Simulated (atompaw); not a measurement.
**An all-electron radial function and its pseudo partner (Tb)**

Columns: radius, all-electron u(r) and pseudo u(r) of the 5d shell (level -1.07 eV) of terbium in the configuration [Kr] 4d10 4f9 5s2 5p6 5d1 6s1 6p0; LDA (PW92), scalar-relativistic, PAW (atompaw) scheme, atompaw 4.2.0.5.

| r (bohr) | all-electron | pseudo |
| --- | --- | --- |
| 0.115 | 0.1222 | 0.0003 |
| 0.231 | 0.0349 | 0.0021 |
| 0.346 | -0.1311 | 0.0070 |
| 0.462 | -0.1968 | 0.0162 |
| 0.577 | -0.1637 | 0.0307 |
| 0.692 | -0.0784 | 0.0509 |
| 0.808 | 0.0247 | 0.0773 |
| 0.923 | 0.1246 | 0.1092 |
| 1.038 | 0.2133 | 0.1460 |
| 1.154 | 0.2886 | 0.1872 |
| 1.269 | 0.3492 | 0.2306 |
| 1.385 | 0.3975 | 0.2755 |
| 1.500 | 0.4344 | 0.3192 |
| 1.615 | 0.4622 | 0.3607 |
| 1.731 | 0.4826 | 0.3987 |
| 1.846 | 0.4968 | 0.4314 |
| 1.962 | 0.5060 | 0.4585 |
| 2.077 | 0.5112 | 0.4790 |
| 2.192 | 0.5132 | 0.4932 |
| 2.308 | 0.5128 | 0.5017 |
| 2.423 | 0.5103 | 0.5049 |
| 2.538 | 0.5063 | 0.5042 |
| 2.654 | 0.5010 | 0.5004 |
| 2.769 | 0.4949 | 0.4948 |
| 2.885 | 0.4879 | 0.4879 |
| 3.000 | 0.4805 | 0.4805 |

How many radial nodes do the two functions have?

The all-electron 5d function has n − l − 1 = 2; the pseudo-wave has 0, since the states of the same l below it are removed with the core.

Is the pseudo-wave norm-conserving?

No, it belongs to a PAW set: the norm inside the radius is not constrained, and the difference is carried by the augmentation charge.
